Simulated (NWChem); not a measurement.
System: C$_{2}$H$_{7}$NOSi; SMILES C=C[Si@@H](N)O

The following NWChem deck was run.

```
start job
memory heap 200 mb stack 900 mb global 1100 mb
geometry units angstroms noautosym nocenter noautoz
  C      0.037604    -2.273100     0.315898
  C     -0.721738    -1.261304    -0.120564
  Si    -0.067999     0.461501    -0.371040
  N     -1.067239     1.587278     0.464864
  O      1.522772     0.350792     0.142205
  H      1.099175    -2.123987     0.540627
  H     -0.363471    -3.281975     0.467934
  H     -1.782194    -1.452646    -0.332805
  H     -0.104673     0.923557    -1.793513
  H     -1.299504     1.470564     1.444399
  H     -1.146041     2.553086     0.171342
  H      2.064257     1.135500     0.024543
end
basis spherical
  * library pcsseg-1
end
dft
  xc xpbe96 cpbe96
  iterations 150
end
property
  shielding
end
task dft property
```

Output (shortened):

```
             Northwest Computational Chemistry Package (NWChem) 7.3.0
             --------------------------------------------------------

                             Geometry "geometry" -> ""
                             -------------------------

 Output coordinates in angstroms (scale by  1.889725989 to convert to a.u.)

  No.       Tag          Charge          X              Y              Z
 ---- ---------------- ---------- -------------- -------------- --------------
    1 C                    6.0000     0.03760400    -2.27310000     0.31589800
    2 C                    6.0000    -0.72173800    -1.26130400    -0.12056400
    3 Si                  14.0000    -0.06799900     0.46150100    -0.37104000
    4 N                    7.0000    -1.06723900     1.58727800     0.46486400
    5 O                    8.0000     1.52277200     0.35079200     0.14220500
    6 H                    1.0000     1.09917500    -2.12398700     0.54062700
    7 H                    1.0000    -0.36347100    -3.28197500     0.46793400
    8 H                    1.0000    -1.78219400    -1.45264600    -0.33280500
    9 H                    1.0000    -0.10467300     0.92355700    -1.79351300
   10 H                    1.0000    -1.29950400     1.47056400     1.44439900
   11 H                    1.0000    -1.14604100     2.55308600     0.17134200
   12 H                    1.0000     2.06425700     1.13550000     0.02454300

 Effective nuclear repulsion energy (a.u.)     230.3418154797

  pbe96 is a nonlocal functional; adding pw91lda local functional.
                              NWChem Property Module
                              ----------------------

  itol2e modified to match energy
  convergence criterion.

                                 NWChem DFT Module
                                 -----------------

 Summary of "ao basis" -> "ao basis" (spherical)
 ------------------------------------------------------------------------------
       Tag                 Description            Shells   Functions and Types
 ---------------- ------------------------------  ------  ---------------------
 C                          pcsseg-1                 7       17   3s3p1d
 Si                         pcsseg-1                10       24   4s5p1d
 N                          pcsseg-1                 7       17   3s3p1d
 O                          pcsseg-1                 7       17   3s3p1d
 H                          pcsseg-1                 3        5   2s1p

  itol2e modified to match energy
  convergence criterion.

            General Information
            -------------------
          SCF calculation type: DFT
          Wavefunction type:  closed shell.
          No. of atoms     :    12
          No. of electrons :    48
           Alpha electrons :    24
            Beta electrons :    24
          Charge           :     0
          Spin multiplicity:     1
          Use of symmetry is: off; symmetry adaption is: off
          Maximum number of iterations: 150
          AO basis - number of functions:   127
                     number of shells:    59
          Convergence on energy requested:  1.00D-07
          Convergence on density requested:  1.00D-05
          Convergence on gradient requested:  5.00D-04

              XC Information
              --------------
          PerdewBurkeErnzerhof Exchange Functional  1.000
            Perdew 1991 LDA Correlation Functional  1.000 local
           PerdewBurkeErnz. Correlation Functional  1.000 non-local

[...]

          -----------------------------------------
          Chemical Shielding Tensors (GIAO, in ppm)
          -----------------------------------------

                                NWChem CPHF Module
                                ------------------

  scftype          =     RHF
  nclosed          =       24
  nopen            =        0
  variables        =     2472
  # of vectors     =        3
  tolerance        = 0.10D-03
  level shift      = 0.00D+00
  max iterations   =       50
  max subspace     =       30

 SCF residual:    1.6462833962343742E-005

Iterative solution of linear equations
  No. of variables     2472
  No. of equations        3
  Maximum subspace       30
        Iterations       50
       Convergence  1.0D-04

   iter   nsub   residual    time
   ----  ------  --------  ---------
     1      3    5.70D-06     121.7

      Atom:    1  C
        Diamagnetic
    257.9789     -3.4800      4.5326
     -3.4800    265.6347     -6.3710
      4.5326     -6.3710    245.1516

        Paramagnetic
   -296.4224    -59.9282    -37.6607
    -59.9282   -272.9194     30.2615
    -37.6607     30.2615    -95.9051

        Total Shielding Tensor
    -38.4435    -63.4081    -33.1281
    -63.4081     -7.2847     23.8905
    -33.1281     23.8905    149.2465

           isotropic =      34.5061
          anisotropy =     192.1035

          Principal Components and Axis System
                 1           2           3
              162.5751    -88.7255     29.6687

      1        -0.2252      0.7951     -0.5631
      2         0.2176      0.6044      0.7664
      3         0.9497      0.0500     -0.3091

      Atom:    2  C
        Diamagnetic
    259.9530      0.3398      3.3647
      0.3398    271.3888     -6.0392
      3.3647     -6.0392    246.8575

        Paramagnetic
   -300.3129    -50.3709    -42.2680
    -50.3709   -251.9666     29.6262
    -42.2680     29.6262   -103.7454

        Total Shielding Tensor
    -40.3599    -50.0312    -38.9033
    -50.0312     19.4221     23.5870
    -38.9033     23.5870    143.1121

           isotropic =      40.7248
          anisotropy =     178.0199

          Principal Components and Axis System
                 1           2           3
              159.4047    -71.1993     33.9689

      1        -0.2442      0.8820     -0.4031
      2         0.2453      0.4584      0.8542
      3         0.9382      0.1097     -0.3283

      Atom:    3  Si
        Diamagnetic
    883.9644     -0.6197     -0.0380
     -0.6197    884.6811      0.1740
     -0.0380      0.1740    877.9054

        Paramagnetic
   -487.1541      7.3258     16.1643
      7.3258   -513.9181     31.2443
     16.1643     31.2443   -531.4078

        Total Shielding Tensor
    396.8103      6.7061     16.1262
      6.7061    370.7630     31.4183
     16.1262     31.4183    346.4976

           isotropic =     371.3570
          anisotropy =      57.9708

          Principal Components and Axis System
                 1           2           3
              410.0042    380.4066    323.6602

      1         0.7674     -0.6269     -0.1345
      2         0.4755      0.6971     -0.5365
      3         0.4301      0.3478      0.8331

      Atom:    4  N
        Diamagnetic
    309.0409     -9.7585     -9.4422
     -9.7585    326.5872      1.5132
     -9.4422      1.5132    320.5967

        Paramagnetic
    -92.5775     -6.2550     -0.8409
     -6.2550   -105.2778     19.6454
     -0.8409     19.6454    -88.2305

        Total Shielding Tensor
    216.4633    -16.0135    -10.2832
    -16.0135    221.3094     21.1586
    -10.2832     21.1586    232.3661

           isotropic =     223.3796
          anisotropy =      50.1706

          Principal Components and Axis System
                 1           2           3
              256.8267    212.7610    200.5512

      1        -0.4121      0.7215      0.5564
      2         0.5962     -0.2482      0.7635
      3         0.6890      0.6464     -0.3279

      Atom:    5  O
        Diamagnetic
    406.6262      9.1300      6.8800
      9.1300    389.3258     -1.5700
      6.8800     -1.5700    374.5521

        Paramagnetic
   -133.1194    -27.0767     -7.2872
    -27.0767   -136.9658     21.5487
     -7.2872     21.5487   -107.7187

        Total Shielding Tensor
    273.5069    -17.9467     -0.4073
    -17.9467    252.3600     19.9787
     -0.4073     19.9787    266.8335

           isotropic =     264.2334
          anisotropy =      38.5993

          Principal Components and Axis System
                 1           2           3
              289.9663    269.8502    232.8838

      1         0.6403      0.6825      0.3524
      2        -0.5757      0.1227      0.8084
      3        -0.5085      0.7205     -0.4715

      Atom:    6  H
        Diamagnetic
     38.4301     -0.3016      4.2441
     -0.3016     28.6722     -1.6525
      4.2441     -1.6525     22.1680

        Paramagnetic
    -16.1837     -2.3130     -4.0938
     -2.3130     -0.5050      0.3136
     -4.0938      0.3136      1.3131

        Total Shielding Tensor
     22.2465     -2.6146      0.1503
     -2.6146     28.1672     -1.3389
      0.1503     -1.3389     23.4810

           isotropic =      24.6316
          anisotropy =       7.2172

          Principal Components and Axis System
                 1           2           3
               29.4430     23.2483     21.2034

      1        -0.3375     -0.2262      0.9137
      2         0.9166      0.1421      0.3737
      3        -0.2144      0.9637      0.1594

      Atom:    7  H
        Diamagnetic
     26.1336      3.9165     -0.2278
      3.9165     41.1800     -3.4112
     -0.2278     -3.4112     23.7773

        Paramagnetic
     -2.6649     -6.5149      0.5528
     -6.5149    -15.2752      2.4273
      0.5528      2.4273      1.1560

        Total Shielding Tensor
     23.4687     -2.5984      0.3250
     -2.5984     25.9048     -0.9839
      0.3250     -0.9839     24.9332

[...]
```

Level: PBE/pcSseg-1, GIAO. All runs use the structure optimised with PBE0/def2-SVP. Not confirmed as a minimum by frequencies. The printed shielding anisotropy is the first printed principal value minus the mean of the other two.
